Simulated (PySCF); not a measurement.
Compound: germanium difluoride, GeF2 (singlet state).
SMILES: `[F][Ge][F]`

Computed, not measured: PBE0-D3(BJ)/def2-SVP geometry optimisation, gas phase in PySCF 2.14.0.

Masses are those of the commonest isotopes; rigid-rotor values at the optimised geometry. 

Q: What are A, B and C (cm⁻¹)?

A: Ia = 33.53, Ib = 65.20, Ic = 98.74 u·Å²; 505379 MHz·u·Å²/I gives 15071, 7751 and 5118 MHz, that is A = 0.50270, B = 0.25853, C = 0.17073 cm⁻¹.

Q: What kind of rotor is it?

A: An asymmetric top; Ray's κ = -0.471.

Q: Where do the levels up to J = 3 lie, in MHz?

A: Above 0(0,0):
J = 1: 1(0,1) 12869, 1(1,1) 20189, 1(1,0) 22821
J = 2: 2(0,2) 38015, 2(1,2) 43295, 2(1,1) 51191, 2(2,1) 73151, 2(2,0) 73743
J = 3: 3(0,3) 74429, 3(1,3) 77617, 3(1,2) 93325, 3(2,2) 111758, 3(2,1) 114543, 3(3,1) 155275, 3(3,0) 155361
Those of J = 1 are B + C, A + C and A + B.

Q: Which lines would a microwave search look for?

A: The dipole components are |μa| = 0.00 D, |μb| = 2.34 D, |μc| = 0.00 D; the symmetry axis of this C2v structure is b, so μa and μc vanish by symmetry and there are no a-type or c-type lines. Some lines, for components of 0.1 D or more:

```csv
type,branch,"J(Ka,Kc)",MHz,lower level (cm⁻¹)
b,Q,"1(1,0) ← 1(0,1)",9952,0.429
b,Q,"2(1,1) ← 2(0,2)",13176,1.268
b,R,"2(0,2) ← 1(1,1)",17826,0.673
b,R,"1(1,1) ← 0(0,0)",20189,0.000
b,Q,"2(2,0) ← 2(1,1)",22552,1.708
b,Q,"2(2,1) ← 2(1,2)",29857,1.444
b,R,"2(1,2) ← 1(0,1)",30426,0.429
b,R,"2(2,1) ← 1(1,0)",50330,0.761
b,R,"2(2,0) ← 1(1,1)",53554,0.673
```

Q: Estimate the classical rotational partition function at 25 K, 298.15 K and 500 K.

A: Point group C2v, symmetry number σ = 2; q = (√π/σ)·√((kT/h)³/(ABC)), k/h = 20836.6 MHz/K: 431 at 25 K, 17700 at 298.15 K, 38500 at 500 K.

Stationary, but not proved a minimum. Constants of a rigid frame at the computed geometry: no zero-point averaging, no centrifugal distortion.
